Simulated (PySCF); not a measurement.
# Orbital picture of BeI

UHF at R = 2.211 Å; Be def2-SVP, I def2-SVP with ECP28; scalar-relativistic core potentials (PySCF 2.14). State: ²Σ⁺ (doublet), unpaired electrons σ ↑. Only the outer orbitals are listed, counted within each symmetry, core potentials removing the inner ones.

```
spin  orbital  occ.  ε (eV)  on Be (%)           main shells (%)
   α       5σ     1  -24.31          4                    95 I s
   α       6σ     1  -12.88         28           68 I p, 25 Be s
   α       3π     1  -10.38          5                    94 I p
   α       3π     1  -10.38          5                    94 I p
   α       7σ     1   -8.97         90  50 Be s, 40 Be p, 10 I p
   α       4π     0    1.09         94                   94 Be p
   α       4π     0    1.09         94                   94 Be p
   β       5σ     1  -24.20          4                    95 I s
   β       6σ     1  -12.40         22   74 I p, 14 Be s, 8 Be p
   β       3π     1  -10.40          4                    96 I p
   β       3π     1  -10.40          4                    96 I p
   β       7σ     0    0.62        100                   92 Be s
   β       4π     0    2.23         96                   96 Be p
   β       4π     0    2.23         96                   96 Be p
```

Question: Which are the highest filled and the lowest empty level, where do they sit, and how wide is the gap?

Answer: Highest filled α 7σ at -8.97 eV (in %: 50 Be s, 40 Be p, 10 I p); lowest empty β 7σ at 0.62 eV (in %: 92 Be s); the gap at UHF is 9.59 eV. An empty level above zero is unbound, and its energy depends on the basis.

| Quantity | Value |
| --- | --- |
| bond order (Mayer) | 1.07 |
| ⟨S²⟩ | 0.753 |
| charge on Be (Mulliken, basis-dependent) | 0.34 |
| charge on Be (Löwdin, basis-dependent) | 0.00 |
| dipole moment (positive dipole means Be(−)I(+)) | -1.11 D |
| polarisability along the bond | 57.3 bohr³ |
| polarisability across the bond | 41.6 bohr³ |

Spin–orbit coupling is left out. The state was picked by a PBE0 search and need not be the measured ground state.
